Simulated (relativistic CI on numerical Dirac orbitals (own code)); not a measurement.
Ru XIII: q coefficients and field-shift factors

Method of calculation: Dirac-Coulomb-Breit CI, separate exchange-only KLI orbitals for each configuration, derivatives by finite differences, unscaled Slater integrals, QED left out (own radial code, finite nucleus).

Configurations in the expansion (outside the closed core [Ar] 3d10): 4s²4p², 4s4p³, 4p⁴, 4s²4p4d, 4s4p²4d, 4s²4p4f, 4s²4d², 4s4d³. Double excitations out of closed p, d and f shells are left out; levels of such configurations are missing from the list, as are those of other unlisted configurations, and high levels can miss mixing partners.

With x = (α/α₀)² − 1 an excitation energy changes as ω = ω₀ + qx; K = 2q/ω₀ is the relative enhancement. Terms are leading LS components, so labels can repeat. The field-shift factor is F = δν/δ⟨r²⟩ for the transition from the lowest level.

Lowest level 4s²4p² ³P0.

| Level | ω₀ (cm⁻¹) | q (cm⁻¹) | K | F (GHz/fm²) |
| --- | --- | --- | --- | --- |
| 4s²4p² ³P1 | 25100 | 33880 | 2.7 | -0.538 |
| 4s²4p² ³P2 | 36990 | 37880 | 2.05 | -0.6 |
| 4s²4p² ¹D2 | 73571 | 69530 | 1.89 | -1.22 |
| 4s²4p² ¹S0 | 108837 | 68780 | 1.26 | -1.8 |
| 4s4p³ ⁵S°2 | 239905 | 71060 | 0.592 | -45.4 |
| 4s4p³ ³D°1 | 304457 | 63100 | 0.414 | -42 |
| 4s4p³ ³D°2 | 305927 | 69180 | 0.452 | -42.3 |
| 4s4p³ ³D°3 | 316254 | 83910 | 0.531 | -42.5 |
| 4s4p³ ³P°0 | 347252 | 84070 | 0.484 | -43.1 |
| 4s4p³ ³P°1 | 351305 | 90560 | 0.516 | -43 |
| 4s4p³ ³P°2 | 355693 | 94850 | 0.533 | -41.7 |
| 4s4p³ ¹D°2 | 397871 | 93210 | 0.469 | -34.1 |
| 4s4p³ ³S°1 | 421478 | 71030 | 0.337 | -44.4 |
| 4s4p³ ¹P°1 | 460171 | 109800 | 0.477 | -42.9 |
| 4s²4p4d ³F°2 | 463495 | 42290 | 0.182 | 0.164 |
| 4s²4p4d ³F°3 | 477944 | 54860 | 0.23 | 1.31 |
| 4s²4p4d ³F°4 | 501233 | 82380 | 0.329 | 1.06 |
| 4s²4p4d ³P°2 | 513028 | 46300 | 0.18 | -4.49 |
| 4s²4p4d ³D°1 | 523560 | 44680 | 0.171 | -1.78 |
| 4s²4p4d ¹D°2 | 540226 | 77670 | 0.288 | -6.79 |
| 4s²4p4d ³P°0 | 543340 | 76740 | 0.282 | -1.47 |
| 4s²4p4d ³P°1 | 549246 | 77330 | 0.282 | -2.21 |
| 4s²4p4d ³D°3 | 553033 | 72810 | 0.263 | -1.69 |

At this charge energies of transitions that change n are usually good to better than 1 %, and those within a shell (Δn = 0) to a few per cent.
